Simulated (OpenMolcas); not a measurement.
Ir3+ among 6 point charges of -1.7 e arranged as a trigonal prism (D3h), with a polar angle of 57.4° against the regular 49.1°.

| Item | Value |
| --- | --- |
| Program | OpenMolcas 26.06 |
| Method | SS-CASPT2, IPEA 0.25 Eh, imaginary shift 0.1 Eh (closed shells correlated: 4f 5s 5p) |
| Basis | ANO-RCC-VDZP [7s6p4d2f] |
| Scalar Hamiltonian | DKH2, point nucleus |
| Active space | 6 electrons in 5 orbitals (5d) |
| State averaging | 2S+1 = 5 even, 5 roots; 2S+1 = 3 even, 45 roots; 2S+1 = 1 even, 50 roots |
| Spin-orbit coupling | state interaction with AMFI integrals over the reference wave functions |

All point charges move together. At R = 1.89 Å the first state of the same spin is 6730 cm-1, and at R = 2.21 Å it is 4440 cm-1.

A third run gives 5540 cm-1. What distance was it run at?

With a power law R^-n the two known points give n = -ln(4440 / 6730) / ln(2.21 / 1.89) = 2.66. Then R = 1.89 × (6730 / 5540)^(1/2.66) = 2.033 Å. The run was at 2.05 Å, so the estimate is off by -0.017 Å.

Roots that are degenerate in the reference are averaged as groups; the widest CASPT2 spread within a group is 120 cm-1 (the 2-fold group of multiplicity 5 near 5540 cm-1 above the lowest state of its run, R = 2.05). Shifts and gaps below about the spread of the groups concerned are not significant. Point charges give a weaker field than real ligands, and real ions of this kind are as a rule low spin; the high spin found here belongs to the model. Free-ion shares, where given, are those of the reference states; single-state CASPT2 does not remix them. This shell can be high or low spin here, a state of another spin lies low, and with metal d orbitals alone active their balance is uncertain, so the ground spin may be wrong (holds for R = 1.89). Spin-orbit coupling mixes the spin-free states strongly: the lowest level takes only 67 % from its leading state, 5A1 (holds for R = 2.21). Point charges carry no covalency, so the field is a model and not that of real ligands. No measured value stands beside these numbers.
